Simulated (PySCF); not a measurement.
Delta-SCF ions had no search for a lower state. Excitations are Tamm–Dancoff values on a coarser integration grid. The basis has no diffuse functions, so Rydberg states are missing or too high.

Cartesian coordinates (Å):
```xyz
14

B     -1.1344     1.6283     0.0488
C     -1.0350     0.0958     0.0698
N     -2.2182    -0.6165     0.1673
C      0.1596    -0.5659     0.0213
C      1.4690     0.0154    -0.0056
C      2.5941    -0.7080    -0.0551
H     -2.2195     2.1389     0.0316
H     -0.1705     2.3280     0.0343
H     -3.0557    -0.1331    -0.1052
H     -2.2053    -1.5929    -0.0793
H      0.1407    -1.6580     0.0066
H      1.5380     1.0975     0.0166
H      2.5688    -1.7928    -0.0773
H      3.5685    -0.2365    -0.0737
```
Charge 0, spin multiplicity 1.

What total energy, vertical ionisation energy (Delta-SCF), T1 excitation (TDA), S1–T1 gap (TDA), HOMO–LUMO gap, LUMO, dipole moment and S1 excitation (TDA) does PBE0-D4/def2-TZVP (PySCF) give?


total energy: -236.5839 Ha
vertical ionisation energy (Delta-SCF): 7.61 eV
T1 excitation (TDA): 1.65 eV
S1–T1 gap (TDA): 1.83 eV
HOMO–LUMO gap: 3.66 eV
LUMO: -2.12 eV
dipole moment: 1.78 D
S1 excitation (TDA): 3.48 eV
